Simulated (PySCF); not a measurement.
C₇H₆FS (doublet state).
Geometry (GFN2-xTB, Å), atoms numbered from 1 in this order:
```xyz
15
C7H6FS angstrom
C      2.9946    0.9825   -0.3136
C      1.8192    0.1541   -0.2909
C      0.8297   -0.5549   -0.2548
C     -0.2881   -1.3364   -0.2512
C     -1.5763   -0.8537   -0.7773
C     -2.3082   -0.2802    0.4433
F     -2.8342   -1.2467    1.2413
C     -2.3460    0.9875    0.7259
S     -2.2731    2.5522    0.7870
H      3.8904    0.3727   -0.1945
H      3.0532    1.5303   -1.2548
H      2.9533    1.7033    0.5053
H     -0.2710   -2.2697    0.2918
H     -1.4533   -0.0699   -1.5226
H     -2.1944   -1.6633   -1.1683
```

The hyperfine couplings belong to this conformer and change with its torsions.

As a line formula: `CC#C[CH]CC(F)=C=S` [radical].

Theory: UKS B3LYP, pcH-1 on C F H S, non-relativistic, mean-field spin-orbit, GIAO (PySCF 2.14.0). One conformer (not necessarily the lowest) at the GFN2-xTB geometry, without solvent, vibrations or thermal averaging. The geometry wasn't refined by DFT: couplings that depend on bond lengths, twists or pyramidal angles can differ widely from those at the functional's own minimum. Stability of the SCF solution: not tested. ⟨S²⟩ is 0.776 where a pure state has 0.75.

Principal values of hyperfine tensors in MHz (contact, dipolar and spin–orbit terms together), for some of the nuclei:

```json
{"atom": "H12", "isotope": "1H", "A1": "70.24", "A2": "71.41", "A3": "77.88"}
{"atom": "C3", "isotope": "13C", "A1": "-77.16", "A2": "-60.75", "A3": "-39.45"}
{"atom": "C6", "isotope": "13C", "A1": "42.49", "A2": "51.01", "A3": "62.60"}
{"atom": "H13", "isotope": "1H", "A1": "-75.36", "A2": "-49.49", "A3": "-21.35"}
{"atom": "C2", "isotope": "13C", "A1": "-1.11", "A2": "8.37", "A3": "109.29"}
{"atom": "H11", "isotope": "1H", "A1": "25.16", "A2": "25.47", "A3": "32.23"}
{"atom": "H15", "isotope": "1H", "A1": "18.42", "A2": "19.09", "A3": "28.34"}
{"atom": "C5", "isotope": "13C", "A1": "-22.07", "A2": "-21.56", "A3": "-19.29"}
```

Problem. Split each tensor into its isotropic and traceless parts, and turn a_iso into mT with g = 2.0026.

Solution. a_iso = (A1 + A2 + A3)/3, Ti = Ai − a_iso; 1 mT corresponds to 28.029 MHz. The tensors hold a spin–orbit part: the run splits a_iso into a_FC + a_SO, and T includes its anisotropic share.

```
atom  a_iso (MHz)    a_FC   a_SO  a_iso (mT)      T1      T2     T3
 H12        73.18   73.18   0.00       2.611   -2.94   -1.77   4.70
  C3       -59.12  -59.15   0.03      -2.109  -18.04   -1.63  19.67
  C6        52.03   51.94   0.09       1.856   -9.55   -1.02  10.57
 H13       -48.73  -48.74   0.01      -1.739  -26.63   -0.75  27.38
  C2        38.85   38.89  -0.04       1.386  -39.96  -30.48  70.44
 H11        27.62   27.62   0.00       0.985   -2.46   -2.15   4.61
 H15        21.95   21.96  -0.01       0.783   -3.53   -2.86   6.39
  C5       -20.97  -20.98   0.00      -0.748   -1.10   -0.58   1.68
```

Problem. What spin density at the nucleus of C6 lies behind its contact coupling (g_N = 1.40482)?

Solution. a_FC = (2μ0/3) gₑ μB g_N μN ρ(0)/(2S·h) = 800.24 MHz × g_N × ρ(0)/(2S), with ρ in bohr⁻³. With a_FC = 51.94 MHz and 2S = 1, ρ(0) = 0.0462 bohr⁻³.

Problem. C4 (13C, g_N = 1.40482) isn't in the table. Its spin density at the nucleus is 0.05576 bohr⁻³. What is its contact coupling?

Solution. By the same relation, a_FC = 62.7 MHz. Its full tensor has the principal values 4.40, 5.57, 177.98 MHz.

Problem. Which nucleus of the table has the largest anisotropic coupling, and what is its form?

Solution. C2: -40.0, -30.5, 70.4 MHz, rhombic: the two smaller values differ by 13 % of the largest.

Problem. In a single crystal, with the field along each principal axis of the tensor of C3 in turn, what first-order splitting does this nucleus give (isotropic g, quadrupole terms neglected)?

Solution. 2 lines (I = 1/2), spaced by |A_i|/(g × 13.996): 2.75, 2.17, 1.41 mT along the axes of A1, A2 and A3.
